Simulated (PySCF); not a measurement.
A database entry of computed molecular properties. Lists by class give the value and the number of equivalent atoms.

```json
{
 "formula": "C5H10SSi",
 "smiles": "C/C=C/C=C\\S[SiH3]",
 "inchi": "InChI=1S/C5H10SSi/c1-2-3-4-5-6-7/h2-5H,1,7H3/b3-2+,5-4-",
 "charge": 0,
 "multiplicity": 1,
 "geometry_level": "PBE0-D3(BJ)/def2-SVP",
 "atoms_angstrom": [
  ["C", -3.236, -1.252, 1.078],
  ["C", -2.296, -1.124, -0.069],
  ["C", -1.005, -0.76, 0.022],
  ["C", -0.114, -0.64, -1.111],
  ["C", 1.183, -0.277, -1.066],
  ["S", 2.029, 0.121, 0.432],
  ["Si", 3.976, 0.584, -0.343],
  ["H", -4.102, -0.577, 0.962],
  ["H", -3.648, -2.273, 1.146],
  ["H", -2.745, -1.017, 2.034],
  ["H", -2.702, -1.347, -1.065],
  ["H", -0.587, -0.534, 1.012],
  ["H", -0.53, -0.864, -2.099],
  ["H", 1.76, -0.219, -1.993],
  ["H", 3.916, 1.724, -1.306],
  ["H", 4.577, -0.594, -1.037],
  ["H", 4.788, 0.953, 0.85]
 ],
 "electronic_structure_code": "PySCF",
 "results": {
  "PBE0-D3(BJ)/def2-SVP geometry optimisation, gas phase": {
   "point_group": "Cs",
   "rotational_constants_GHz": [7.269, 0.578, 0.541]
  },
  "CAM-B3LYP/def2-SVPD ground state, ΔSCF and vertical TDDFT (core frozen in the response)": {
   "dipole_D": 0.89,
   "homo_eV": -7.15,
   "lumo_eV": 0.16,
   "S1_eV": 4.87,
   "strongest_line_of_10_singlets_eV": 4.87,
   "T1_tda_eV": 2.84,
   "polarisability_au": 125.4,
   "vertical_ip_eV": 7.73,
   "r2_bohr2_about_centre_of_nuclear_charge": 2063.6,
   "singlets_eV_and_f": [
    [4.87, 0.717],
    [5.21, 0.003],
    [5.62, 0.003],
    [6.03, 0.01],
    [6.32, 0.003],
    [6.37, 0.0],
    [6.55, 0.271],
    [6.59, 0.002],
    [6.64, 0.026],
    [6.96, 0.0]
   ],
   "triplets_tda_eV": [2.84, 4.7, 4.97, 5.36]
  },
  "PBE0/pcSseg-1 ground state and GIAO shieldings, non-relativistic": {
   "shift_vs_computed_TMS_C_by_class_ppm": [
    [139.4, 1],
    [136.8, 1],
    [133.4, 1],
    [126.3, 1],
    [21.9, 1]
   ],
   "shift_vs_computed_TMS_H_by_class_ppm": [
    [6.64, 1],
    [6.2, 1],
    [5.74, 1],
    [5.37, 1],
    [4.68, 3],
    [1.96, 3]
   ],
   "shielding_other_nuclei_by_class_ppm": [
    ["Si", 401.0, 1],
    ["S", 627.2, 1]
   ],
   "charges_hirshfeld_e_by_atom": [-0.11, -0.03, -0.06, -0.06, -0.07, -0.06, 0.29, 0.05, 0.05, 0.05, 0.04, 0.03, 0.05, 0.05, -0.07, -0.07, -0.07]
  }
 }
}
```

The dipole matches unit charges of opposite sign 0.18 Å apart (1 e·Å = 4.8032 D). With B = h/(8π²I), that is 505.379 GHz u Å² over I, the principal moments of inertia are 69.5, 873.9 and 934.4 u Å² (most abundant isotopes). The polarisability is 18.58 Å³ as a volume (1 au = 0.148185 Å³), or 1.79 au for each of the 70 electrons. The ΔSCF ionisation energy exceeds −ε(HOMO) by 0.58 eV with CAM-B3LYP. The principal polarisabilities are 79.5, 97.8 and 198.8 au; their mean is the isotropic value.

 NMR classes are plain means over equivalent atoms (diastereotopic ones count apart unless rotation or inversion swaps them), as if these changed places fast; in this geometry the members of some classes differ.

The values belong to the conformer `[CH3:1]/[CH:2]=[CH:3]/[CH:4]=[CH:5]\[S:6][SiH3:7]`: C2–C3–C4–C5 180°, C4–C5–S6–Si7 180°.
